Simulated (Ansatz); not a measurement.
Coupled-cluster diagnostics for SiCl(vinyl)3 (C6H9ClSi), Ansatz.

Geometry of the singlet (PBE-D4/def2-SVP):

```xyz
17

Si   -0.0063   -0.0114    0.0481
Cl   -0.2700   -0.5816    2.0518
C     0.8684   -1.4024   -0.8565
C     1.2293   -2.5773   -0.3050
H     1.1002   -1.2326   -1.9266
H     1.0242   -2.7998    0.7565
H     1.7426   -3.3635   -0.8858
C     1.0307    1.5507    0.0045
C     1.5417    2.1707    1.0859
H     1.2321    1.9873   -0.9937
H     1.3723    1.7804    2.1044
H     2.1479    3.0897    1.0019
C    -1.6934    0.3016   -0.7092
C    -2.8667    0.1956   -0.0556
H    -1.7134    0.5950   -1.7774
H    -2.9063   -0.0939    1.0088
H    -3.8331    0.3914   -0.5521
```

Correlated methods freeze 16 core orbitals.

Estimate the CCSD(T) correlation energy, the shares of MP2 and (T), T1 and the reference's ⟨S²⟩ for: charge 0, singlet, own geometry in def2-SVP; charge 1, doublet, vertical in def2-SVP; and the rough time on 4 threads of Intel Xeon 6975P-C on a shared host.


| state | basis | correlation (eV) | MP2 share (%) | (T) share (%) | T1 | ⟨S²⟩ (pure) | wall time | remarks |
| --- | --- | --- | --- | --- | --- | --- | --- | --- |
| charge 0, singlet, own geometry | def2-SVP | -31.135 | 89.0 | 3.6 | 0.012 | 0.00 (0.00) | 16 s | restricted SCF unstable |
| charge 1, doublet, vertical | def2-SVP | -29.881 | 87.7 | 3.6 | 0.033 | 0.80 (0.75) | 90 s | – |
Customary marks for T1 are 0.02 (closed shells), 0.045 (open shells) and about 0.05 (3d metals). T1 exceeds 0.02 in 1 of 2 rows and 0.045 in 0; the higher it lies, the less the single-reference result can be trusted.
